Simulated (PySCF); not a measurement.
trifluoro(fluorosilyl)silane (F₄H₂Si₂), SMILES [Si](F)([SiH2]F)(F)F.

Geometry: ωB97X-D3(BJ)/def2-SVP. Other conformers were not sampled.

Computed with TDDFT-PBE/def2-SVPD in PySCF.

Vertical excitations. Gas-phase values at a fixed geometry. State labels are in the subgroup Cs.

```
state  symmetry  energy (eV)  λ (nm)      f                            main pairs
-----  --------  -----------  ------  -----  ------------------------------------
S1           A'         6.27     198  0.016                        HOMO→LUMO 98 %
S2           A"         6.83     181  0.001                     HOMO−1→LUMO 100 %
S3           A"         7.45     166  0.061                      HOMO→LUMO+1 93 %
S4           A'         7.70     161  0.111                      HOMO→LUMO+2 88 %
S5           A'         8.02     155  0.065  HOMO−1→LUMO+1 79 %, HOMO→LUMO+3 14 %
S6           A"         8.04     154  0.008                      HOMO−2→LUMO 98 %
S7           A"         8.34     149  0.029                    HOMO−1→LUMO+2 96 %
S8           A"         8.40     148  0.005                      HOMO−3→LUMO 97 %
S9           A'         8.41     147  0.027    HOMO→LUMO+3 52 %, HOMO−4→LUMO 35 %
S10          A'         8.56     145  0.140    HOMO−4→LUMO 60 %, HOMO→LUMO+3 19 %
T1           A'         5.51     225      0                        HOMO→LUMO 99 %
T2           A"         6.32     196      0                      HOMO→LUMO+1 95 %
T3           A"         6.46     192      0                      HOMO−1→LUMO 96 %
T4           A'         7.21     172      0  HOMO→LUMO+2 83 %, HOMO−1→LUMO+1 15 %
```
Triplets are in the Tamm–Dancoff approximation, which puts them higher than full response would, so one can lie above its singlet here.
